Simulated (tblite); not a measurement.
Species: C₂H₆F₂OSi.
Atom-mapped SMILES: `[OH:1][CH2:2][C@@H:3]([F:4])[SiH2:5][F:6]` (hydrogens: H7 on O1; H8, H9 on C2; H10 on C3; H11, H12 on Si5)

Computed with GFN2-xTB (tblite), gas phase: L-BFGS steps from a force-field or distance-geometry start until the largest atomic force falls under 0.01 eV/Å.

Step 11: E = -616.4256 eV
```
atom  x, y, z in Å  |  force x, y, z in eV/Å
O1     -2.3231   -0.3566   -0.4682   -0.067   0.008  -0.030
C2     -0.9881   -0.0054   -0.7225   -0.033  -0.017   0.035
C3     -0.1221   -0.1373    0.5277    0.006   0.006   0.034
F4     -0.0550   -1.4983    0.8484    0.014   0.049   0.010
Si5     1.6620    0.5486    0.3857   -0.016  -0.026  -0.024
F6      2.2962   -0.0800   -0.9484    0.004   0.006  -0.043
H7     -2.3436   -1.2455   -0.0914    0.044   0.010  -0.028
H8     -1.0107    1.0380   -1.0474    0.052  -0.049  -0.003
H9     -0.5657   -0.6272   -1.5243    0.017   0.029   0.024
H10    -0.6540    0.3218    1.3690   -0.016  -0.015   0.020
H11     2.4801    0.0574    1.4779   -0.003  -0.013   0.007
H12     1.6252    1.9838    0.1674   -0.002   0.013   0.000
```

Step 12: E = -616.4261 eV
```
atom  x, y, z in Å  |  force x, y, z in eV/Å
O1     -2.3253   -0.3570   -0.4705   -0.019   0.007  -0.025
C2     -0.9891   -0.0062   -0.7216   -0.012  -0.006   0.036
C3     -0.1225   -0.1362    0.5298   -0.029   0.001   0.012
F4     -0.0530   -1.4968    0.8495    0.013   0.034   0.019
Si5     1.6620    0.5489    0.3854   -0.038  -0.035  -0.029
F6      2.2969   -0.0781   -0.9486    0.004  -0.003  -0.055
H7     -2.3442   -1.2453   -0.0921    0.033   0.009  -0.028
H8     -1.0083    1.0369   -1.0468    0.035  -0.035  -0.004
H9     -0.5640   -0.6262   -1.5238    0.006   0.021   0.038
H10    -0.6563    0.3215    1.3715   -0.001  -0.018   0.006
H11     2.4795    0.0556    1.4753    0.012  -0.021   0.030
H12     1.6255    1.9824    0.1658   -0.003   0.044  -0.001
```

**Question.** Estimate the geometry and energy of step 13. (The exact step hangs on the optimiser's Hessian estimate; all steps are aligned on step 12, rigid shifts and turns removed.)

**Answer.** E = -616.4267 eV, largest force 0.052 eV/Å
```
atom  x, y, z in Å  |  force x, y, z in eV/Å
O1     -2.3276   -0.3573   -0.4731    0.025   0.005  -0.017
C2     -0.9903   -0.0069   -0.7201    0.008   0.006   0.025
C3     -0.1235   -0.1352    0.5319   -0.048  -0.001  -0.006
F4     -0.0509   -1.4950    0.8509    0.010   0.006   0.029
Si5     1.6614    0.5486    0.3846   -0.035  -0.026  -0.027
F6      2.2976   -0.0765   -0.9498   -0.003  -0.006  -0.052
H7     -2.3441   -1.2449   -0.0933    0.016   0.005  -0.026
H8     -1.0054    1.0352   -1.0464    0.015  -0.009  -0.005
H9     -0.5624   -0.6250   -1.5224   -0.002   0.004   0.045
H10    -0.6584    0.3209    1.3739    0.007  -0.013   0.002
H11     2.4791    0.0535    1.4734    0.012  -0.020   0.031
H12     1.6258    1.9819    0.1643   -0.004   0.048   0.001
```

The energy changes by -0.0005 eV. The first-order estimate −F·Δx gives -0.0007 eV and the mean of the old and new forces, exact on a quadratic surface, -0.0005 eV. The step makes an angle of 55° with the force vector and moves no atom by more than 0.004 Å.

What follows is the cost of the whole relaxation. Hardware: Arm Neoverse V1, one thread, no GPU, shared host with 32 logical CPUs at a one-minute load of 9.7. Cost: 0.29 s of wall time.
